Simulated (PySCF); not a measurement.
**Correlation energy of Mo³⁺ (molybdenum, charge +3)**

Starting occupation: [Kr] 4d2 5p1, 4d5/2 with m_j = +3/2, +5/2, 5p3/2 with m_j = +3/2. Calculation: PySCF 2.14, in x2c-TZVPall-2c with one added diffuse shell each of s, p, d type (9s10p8d1f, 86 functions); X2C-1e with screened-nucleus spin-orbit coupling, Gaussian nucleus. Frozen: [Ar] 3d10; 11 electrons correlated; the 6 highest virtual spinors left out.

MP2 pair energies summed by pair of shells (mhartree):

| pair | energy | share (%) |
| --- | --- | --- |
| 4p-4p | -101.11 | 46.2 |
| 4d-4p | -57.30 | 26.2 |
| 4p-4s | -23.95 | 10.9 |
| 4p-5p | -15.13 | 6.9 |
| 4d-5p | -6.59 | 3.0 |
| 4d-4s | -5.81 | 2.7 |
| 4s-4s | -5.44 | 2.5 |
| 4d-4d | -2.94 | 1.3 |
| 4s-5p | -0.79 | 0.4 |

Total MP2 correlation energy: -219.05 mhartree.

The GHF reference relaxed away from the jj start to a determinant that is no pure jj level (⟨S²⟩ = 3.75, ⟨J²⟩ = 35.76); the energies belong to that determinant.

This basis was not built for core-valence correlation, so the inner-shell part is incomplete.
